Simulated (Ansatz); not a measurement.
Ideal-gas functions of CH3GaOS, SMILES `[OH][Ga]1[CH2][S]1` at 800 K and 1 bar, from an Ansatz frequency run at PBE0-D4/def2-TZVP.

Molar mass 132.82 g/mol, point group Cs (symmetry number 1), electronic degeneracy 1, moments of inertia 42.224, 194.755, 233.682 u Å². Harmonic wavenumbers (cm⁻¹, unscaled): 137, 150, 308, 391, 505, 661, 685, 767, 871, 950, 991, 1413, 3122, 3208, 3890.

Use S(trans) = R[1.5 ln M + 2.5 ln T − 1.1517]; rotational temperatures θ = 24.2544 K / I; S(rot) = R[ln(√π/σ · √(T³/θAθBθC)) + 1.5]; for each mode x = 1.438777 ν̃/T, S = R[x/(eˣ − 1) − ln(1 − e⁻ˣ)] and H = RT x/(eˣ − 1); 1 cm⁻¹ = 0.0119627 kJ/mol; R = 8.31446 J/(mol·K).

Q: By hand: the entropy, in J/(mol·K).

A: Translation 190.3. Rotation: θ = 0.5744, 0.1245, 0.1038 K, giving 121.0. Vibration, mode by mode: 19.98, 19.23, 13.33, 11.41, 9.39, 7.35, 7.09, 6.27, 5.38, 4.80, 4.53, 2.49, 0.20, 0.18, 0.06, in all 111.7. Electronic 0.0. Sum 423.0 J/(mol·K).

Q: By hand: H − E and G − E in kJ/mol, counted from the electronic energy.

A: Zero-point energy ½ × 18049 × 0.0119627 = 108.0; thermal vibration 44.6; translation, rotation and pV give 4 RT = 26.6. H − E = 179.2 kJ/mol, and G − E = 179.2 − 800 × 423.0/1000 = -159.2 kJ/mol.

Vibration gives 26 % of the entropy, 20.0 J/(mol·K) of it from the mode under 150 cm⁻¹: soft modes count most, and the harmonic formula is weakest for them. The sum counts one conformer and one mirror image; others add a mixing term.
